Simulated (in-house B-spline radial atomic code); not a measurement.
Spin-orbit splittings of orbital energies (j = l + 1/2 less j = l - 1/2) and ratios of mean radii (lower j over upper j) along the 8-electron series, configuration [He] 2s2 2p4. Computed with an all-electron radial atomic-structure program (B-spline basis): Dirac-Hartree-Fock, average of the configuration, finite nuclei.

| ion | Z | splitting of 2p (eV) | radius ratio of 2p |
| --- | --- | --- | --- |
| V15+ | 23 | 8.0548 | 0.99094 |
| Cr16+ | 24 | 9.7667 | 0.99011 |
| Mn17+ | 25 | 11.74 | 0.98924 |
| Fe18+ | 26 | 14.001 | 0.98834 |
| Co19+ | 27 | ? | ? |
| Ni20+ | 28 | ? | ? |
| Cu21+ | 29 | 22.79 | 0.98539 |
| Zn22+ | 30 | 26.489 | 0.98433 |
| Ga23+ | 31 | ? | ? |
| Ge24+ | 32 | 35.241 | 0.98209 |
| As25+ | 33 | 40.364 | 0.98091 |
| Se26+ | 34 | 46.036 | 0.97969 |

Question: Fill in the row of Co19+.

Answer: splitting of 2p (eV): 16.577; radius ratio of 2p: 0.98739.

Question: Fill in the row of Ni20+.

Answer: splitting of 2p (eV): 19.496; radius ratio of 2p: 0.98641.

Question: Fill in the row of Ga23+.

Answer: splitting of 2p (eV): 30.628; radius ratio of 2p: 0.98323.

Question: With what power of Z does the column «splitting of 2p (eV)» change over this range?

Answer: A fit of the logarithm of its size against log Z from Z = 23 to 34 has slope 4.46. An unscreened hydrogenic electron would give 4 at low Z; screening makes the apparent power larger near the neutral end, and relativity raises it again at high Z.
